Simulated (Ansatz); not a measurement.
Reaction (SMILES): [C]Br (C-Br) → Br atom + C atom
B3LYP-D3(BJ)/def2-TZVP geometries, fixed; electronic energies without zero-point terms.

Energies in hartree at r2SCAN with Ansatz (a program for electronic structure); the atomisation energy is their sum with the coefficients shown, times 627.509 kcal/mol a hartree. All functions are spherical. The program fits the integrals of some runs and decomposes those of others, by size. Open shells are unrestricted. No added dispersion term, no relativity.

```
species       coefficient    part      cc-pVDZ      cc-pVTZ      cc-pVQZ
------------  -----------  ------  -----------  -----------  -----------
[C]Br (C-Br)           -1  r2SCAN  -2612.02701  -2612.10888  -2612.11477
Br atom                +1  r2SCAN  -2574.06559  -2574.13871  -2574.14195
C atom                 +1  r2SCAN    -37.82627    -37.83209    -37.83413
```

**Question.** Predict the atomisation energy in cc-pV5Z (X = 5): let each r2SCAN step shrink by the ratio of the last two. Compare with the run.

**Answer.** 
- [C]Br (C-Br): steps -0.08187 and -0.00589, ratio 0.072, so r2SCAN -2612.11519 (run: -2612.11891).
- Br atom: steps -0.07312 and -0.00324, ratio 0.044, so r2SCAN -2574.14209 (run: -2574.14532).
- C atom: steps -0.00582 and -0.00204, ratio 0.351, so r2SCAN -37.83485 (run: -37.83479).
Predicted 86.75 kcal/mol; the run in cc-pV5Z gives 87.10, a miss of -0.35. Keeping the value in cc-pVQZ, 87.03, would miss by -0.07. All sums are of the energies as printed.
